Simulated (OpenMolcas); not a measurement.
**Tl II: from CASSCF to CASPT2**

```json
{
 "Program": "OpenMolcas 26.06",
 "Basis": "ANO-RCC-VQZP [9s8p6d4f3g]",
 "Scalar Hamiltonian": "DKH2, point nucleus",
 "Active space": "2 electrons in 4 orbitals (6s 6p)",
 "State averaging": "2S+1 = 3 even, 3 roots; 2S+1 = 1 even, 7 roots; 2S+1 = 3 odd, 3 roots; 2S+1 = 1 odd, 3 roots",
 "Spin-orbit coupling": "state interaction with AMFI integrals over the reference wave functions, term energies averaged over their components"
}
```

Methods on the same reference wave functions:
A. CASSCF
B. SS-CASPT2, IPEA 0.25 Eh, imaginary shift 0.1 Eh (closed shells correlated: 5d)
C. MS-CASPT2, IPEA 0.25 Eh, imaginary shift 0.1 Eh (closed shells correlated: 5d)

Energies in cm⁻¹ above 6s² ¹S₀, the measured ground level; measured values from NIST Handbook of Basic Atomic Spectroscopic Data.

| Level | A | B | C | Measured |
| --- | --- | --- | --- | --- |
| 6s² ¹S₀ | 0.0 | 0.0 | 0.0 | 0.0 |
| 6s 6p ³P°₀ | 42613 | 49530 | 50220 | 49451 |
| 6s 6p ³P°₁ | 45561 | 52300 | 53000 | 52394 |
| 6s 6p ³P°₂ | 52846 | 59760 | 60460 | 61728 |
| 6s 6p ¹P°₁ | 74722 | 73860 | 74560 | 75663 |
| 6p² ³P₀ | 112260 | 119120 | 119830 |  |
| 6p² ³P₁ | 117886 | 125590 | 126290 |  |
| 6p² ¹S₀ | 147211 | 146540 | 147920 |  |

Deviations, from unrounded energies. A percentage is the sum of absolute deviations over the sum of measured energies, with the sign that they share, or ± where signs differ.

| Against measurement | Levels | A | B | C |
| --- | --- | --- | --- | --- |
| mean absolute deviation (cm-1) | 4 | 5900 | 980 | 940 |
| other configurations (%) | 4 | -9.8 | ±1.6 | ±1.6 |

B, C lie about equally close to measurement and A furthest from it. The largest miss of C in the table is 6s 6p ³P°₂, by -1300 cm-1. The ranking rests on the paired levels alone, and a cruder setting can come out closer through cancelling errors.

Between B and C the level of the table that moves most is 6p² ¹S₀, by 1400 cm-1 (lowest in B, highest in C). Moves below CASPT2's spread within the term are not significant.

The lowest spin-free term lies below A's lowest term by 0.420 hartree in B, 0.423 hartree in C.

Over all roots computed the reference weight is 0.86 to 0.93 in B, 0.86 to 0.93 in C; the roots of lowest weight are the least certain, and an intruder state may touch them. The ¹D term of p² mixes with s d, which this space lacks. Spin-orbit splittings of 6p shells tend to come out small when the coupling is added on scalar orbitals. Computed and measured levels are paired by configuration, term and J; levels that our copy of the source lacks, or whose pairing is in doubt (as where it misses far off the trend of its configuration), stay unpaired and out of the deviations. Levels of configurations outside the active space are missing. The table leaves out levels that lie high or whose names do not pair safely across all columns.

° marks odd parity.
